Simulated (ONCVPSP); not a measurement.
## manganese (Mn): one change to an ONCV potential, before and after

manganese, optimised norm-conserving Vanderbilt (ONCV), made with ONCVPSP 4.0.1 (PBE, scalar-relativistic). Core [Ar], reference 3d5 4s2. Waves: 4s: rc 2.20 bohr, ncon 4, nbas 8, qcut 2.7 1/bohr, 1 projector; p scattering state at 0.22 Ha: rc 1.90 bohr, ncon 4, nbas 7, qcut 3.8 1/bohr, 1 projector; 3d: rc 1.65 bohr, ncon 4, nbas 8, qcut 10.4 1/bohr, 3 projectors, debl 0.4 Ha. Local part: polynomial inside 1.55 bohr (lpopt 5, dvloc0 2 Ha). Core correction: none.

All-electron outer shells of the reference configuration (PBE, scalar-relativistic, ld1.x):

| shell | level (eV) | outermost node (bohr) | outermost maximum (bohr) |
| --- | --- | --- | --- |
| 3p | -54.59 | 0.31 | 0.75 |
| 3d | -6.77 | – | 0.76 |
| 4s | -5.11 | 1.05 | 2.51 |

Change: d: qcut 13.9.

Cutoffs: the cutoffs (Ha) at which the residual kinetic energy of the hardest occupied pseudo-wave falls to 1 and 0.1 mHa per electron; they do not see the model core or the augmentation charge, which bear on the density cutoff. Errors are all-electron minus pseudo energies relative to the spin-unpolarised reference configuration.

Question: What does the change do?

Answer: The potential gets harder (39 Ha and 44 Ha → 61 Ha and 70 Ha); of the 4 tests that both files solve, the error grows in 0 and shrinks in 2 by more than 15 % and 0.3 meV (median size 75.5 → 70.7 meV); neither file shows a bound ghost. The waves are optimised to have the least kinetic energy above qcut, so the cutoff follows it (qcut²/2 in Ha).

| quantity | base | changed |
| --- | --- | --- |
| cutoff, loose | 39 Ha | 61 Ha |
| cutoff, tight | 44 Ha | 70 Ha |
| loose cutoff by channel | s 3.9 Ha, d 39 Ha | s 3.9 Ha, d 61 Ha |
| bound ghosts | none | none |
| GHOST(+) flags under 300 eV | s at 13.4 eV | s at 13.4 eV |
| error for 3d5 4s1, meV [ΔE 8.42 eV] | +10 | +8.2 |
| error for 3d5 4s0, meV [ΔE 24.02 eV] | +109 | +102 |
| error for 3d4 4s0, meV [ΔE 56.53 eV] | +259 | +145 |
| error for 3d5 4s0 4p1, meV [ΔE 13.16 eV] | +42 | +39 |
| s: phases at 2.23 bohr within 0.05 rad from the reference energy up to (Ha; the scan ends near 5) | 0.2 | 0.2 |
| p: phases at 1.92 bohr within 0.05 rad from the reference energy up to (Ha; the scan ends near 5) | 0.5 | 0.5 |
| d: phases at 1.68 bohr within 0.05 rad from the reference energy up to (Ha; the scan ends near 5) | to the end of the scan | to the end of the scan |
